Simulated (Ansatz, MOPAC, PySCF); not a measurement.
C4H10O3Sn, SMILES `C([CH2][Sn]([OH])([OH])[OH])C=C`, neutral singlet in the gas phase. In the def2 sets core potentials replace the inner electrons of Sn.

Cartesian coordinates (Å):
SMILES: C([CH2][Sn]([OH])([OH])[OH])C=C
```xyz
18

C      3.4724     0.0842     0.1334
C      2.4178    -0.0264    -0.6752
C      1.0285     0.4204    -0.3386
C      0.0488    -0.7544    -0.3045
Sn    -1.9219    -0.1308     0.2161
O     -2.9166     0.6286    -1.3221
O     -1.8810     1.3023     1.5868
O     -3.0633    -1.5662     0.9677
H      3.3839     0.5428     1.1240
H      4.4621    -0.2718    -0.1641
H      2.5477    -0.4937    -1.6606
H      0.6911     1.1573    -1.0892
H      1.0293     0.9424     0.6318
H     -0.0225    -1.2614    -1.2796
H      0.3504    -1.5079     0.4392
H     -3.2901     1.4870    -1.0873
H     -2.4394     1.0662     2.3376
H     -3.8972    -1.6184     0.4847
```
Charge 0, spin multiplicity 1.

All levels are single points at this geometry (PBE0-D3(BJ)/def2-SVP); Pople sets use spherical d functions. Orbital energies aren't observables, and empty levels follow the basis.

PM7 in MOPAC gives HOMO (eV) = -10.26.

### Question
Estimate the HOMO (eV) from each of these levels: B3LYP-D3(BJ)/def2-TZVP in Ansatz (an electronic-structure program); CAM-B3LYP-D3(BJ)/def2-TZVP in Ansatz; PBE-D3(BJ)/def2-TZVP in Ansatz; B3LYP/6-31G* (LANL2DZ on Sn) in PySCF; PBE/6-31G* (LANL2DZ on Sn) in PySCF; HF/6-31G* (LANL2DZ on Sn) in PySCF; AM1 in MOPAC; PM3 in MOPAC; PM6 in MOPAC.

### Answer

| level | HOMO (eV) |
|---|---|
| B3LYP-D3(BJ)/def2-TZVP in Ansatz | -7.40 |
| CAM-B3LYP-D3(BJ)/def2-TZVP in Ansatz | -8.95 |
| PBE-D3(BJ)/def2-TZVP in Ansatz | -6.46 |
| B3LYP/6-31G* (LANL2DZ on Sn) in PySCF | -7.04 |
| PBE/6-31G* (LANL2DZ on Sn) in PySCF | -6.09 |
| HF/6-31G* (LANL2DZ on Sn) in PySCF | -9.87 |
| AM1 in MOPAC | -9.74 |
| PM3 in MOPAC | -10.31 |
| PM6 in MOPAC | -10.24 |
